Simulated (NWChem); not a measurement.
# BH2OI; SMILES OBI

```xyz
5

B     -0.5953     1.4772     0.0000
H     -1.7713     1.7223     0.0000
I      0.0220    -0.5859     0.0000
O      0.2954     2.4702     0.0000
H      1.2176     2.1851     0.0000
```
Atoms are numbered in this order, from 1.

Results from NWChem. Geometry: optimised at PBE0/def2-SVP. def2 effective core potentials on I; no spin-orbit coupling. B3LYP is NWChem's, with the RPA form of VWN correlation. Vertical excitations in the gas phase; the lowest state need not have the same character in each row.

```csv
level,"lowest excitation, singlet (eV)",oscillator strength of that lowest state,"lowest state with f > 0.02, singlet (eV)",oscillator strength of that bright state,lowest triplet (eV),orbital gap (eV)
"PBE/def2-SVP, TDA",4.92,0.000,5.73,0.067,4.77,4.86
"B3LYP/def2-SVP, TDA",5.39,0.001,6.10,0.066,5.25,6.54
"PBE0/def2-SVP, TDA",?,0.001,?,0.071,?,?
"LDA (Slater exchange, VWN5)/def2-SVP, TDA",4.85,0.001,5.70,0.068,4.72,4.78
```

Q: Some entries are withheld; supply them.

A: 
- PBE0/def2-SVP, TDA, lowest excitation, singlet (eV): 5.54
- PBE0/def2-SVP, TDA, lowest state with f > 0.02, singlet (eV): 6.24
- PBE0/def2-SVP, TDA, lowest triplet (eV): 5.37
- PBE0/def2-SVP, TDA, orbital gap (eV): 6.99
